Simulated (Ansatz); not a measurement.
`[SiH3][AlH][SH]` + HBr → `[SH][AlH][Br]` + SiH₄ at 700 K and 1 bar (cleavage of the Al–Si bond).

Computed with Ansatz on PBE0-D4/def2-TZVP structures; ΔE is electronic, products minus reactants. CCSD(T)/CBS is the MP2 limit (def2-TZVPP, def2-QZVPP) plus CCSD(T) − MP2 in def2-TZVPP, frozen cores. This one scheme is used for every species. For Br outer-core shells are correlated without core-valence functions, which leaves a few kJ/mol of doubt a bond. Scalar relativity is left out up to krypton. One conformer a species, not always the lowest.

```csv
species,CCSD(T)/CBS energy (Eh),H − E (kJ/mol),S (J/(mol·K))
`[SiH3][AlH][SH]`,-931.90162,176.3,443.9
HBr,-2573.91920,36.5,223.7
`[SH][AlH][Br]`,-3214.41891,95.8,386.2
SiH₄,-291.46306,115.5,252.9
```

H − E and S are ideal-gas, rigid-rotor, harmonic terms from PBE0-D4/def2-TZVP, for one conformer and one mirror image of each species. 1 Eh = 2625.50 kJ/mol, R = 8.31446 J/(mol·K).

Task: By hand: ΔE, ΔH, ΔS and ΔG.

Result: ΔE = (-3214.41891) + (-291.46306) − (-931.90162) − (-2573.91920) = -0.06115 Eh = -160.5 kJ/mol. Δ(H − E) = 95.8 + 115.5 − 176.3 − 36.5 = -1.5, so ΔH = -162.0 kJ/mol. ΔS = 386.2 + 252.9 − 443.9 − 223.7 = -28.5 J/(mol·K). ΔG = -162.0 − 700 × (-28.5)/1000 = -142.1 kJ/mol.

Task: By hand: the equilibrium constant, and the temperature at which ΔG would vanish if ΔH and ΔS stayed fixed.

Result: log₁₀ K = −ΔG/(RT ln 10) = 10.6. ΔG = 0 at ΔH/ΔS = 5684 K, far beyond where these terms or the molecules hold.

ΔH outweighs TΔS. A doubt of 5 kJ/mol in ΔE shifts log₁₀ K by 0.4 here. Other conformers and mirror images would add mixing entropy, several J/(mol·K) or more a flexible species. Modes under 60 cm⁻¹, often nearly free rotors, make the harmonic entropy too high. These are equilibria of isolated gas molecules and say nothing of rates. Largest T1 diagnostic: 0.013 (customary marks: 0.02 for closed shells, 0.045 for open ones).
